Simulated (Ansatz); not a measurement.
`BN[SiH2]F` + H₂ → `F[SiH3]` + `BN` at 700 K and 1 bar (hydrogenolysis of the Si–N bond).

Gas-phase electronic energies from Ansatz, PBE0-D4/def2-TZVP geometries. CCSD(T)/CBS is the MP2 limit (def2-TZVPP, def2-QZVPP) plus CCSD(T) − MP2 in def2-TZVPP, frozen cores. This one scheme is used for every species. One conformer a species, not always the lowest.

```
    species  CCSD(T)/CBS energy (Eh)  H − E (kJ/mol)  S (J/(mol·K))
`BN[SiH2]F`               -471.49877           220.1          409.3
         H₂                 -1.17544            46.8          155.3
  `F[SiH3]`               -390.72345           108.4          291.4
       `BN`                -81.93499           163.7          282.2
```

H − E and S are ideal-gas, rigid-rotor, harmonic terms from PBE0-D4/def2-TZVP, for one conformer and one mirror image of each species. The MP2-based limit puts H₂ 0.8 mEh under its directly extrapolated value; such offsets cancel only in part. 1 Eh = 2625.50 kJ/mol, R = 8.31446 J/(mol·K).

Problem. By hand: ΔE, ΔH, ΔS and ΔG.

Solution. ΔE = (-390.72345) + (-81.93499) − (-471.49877) − (-1.17544) = 0.01577 Eh = 41.4 kJ/mol. Δ(H − E) = 108.4 + 163.7 − 220.1 − 46.8 = 5.2, so ΔH = 46.6 kJ/mol. ΔS = 291.4 + 282.2 − 409.3 − 155.3 = 9.0 J/(mol·K). ΔG = 46.6 − 700 × (9.0)/1000 = 40.3 kJ/mol.

Problem. By hand: the equilibrium constant, and the temperature at which ΔG would vanish if ΔH and ΔS stayed fixed.

Solution. log₁₀ K = −ΔG/(RT ln 10) = -3.0. ΔG = 0 at ΔH/ΔS = 5178 K, far beyond where these terms or the molecules hold.

The number of gas molecules stays the same, so ΔS is small and ΔH decides. A doubt of 5 kJ/mol in ΔE shifts log₁₀ K by 0.4 here. Other conformers and mirror images would add mixing entropy, several J/(mol·K) or more a flexible species. These are equilibria of isolated gas molecules and say nothing of rates. Largest T1 diagnostic: 0.012 (customary marks: 0.02 for closed shells, 0.045 for open ones).
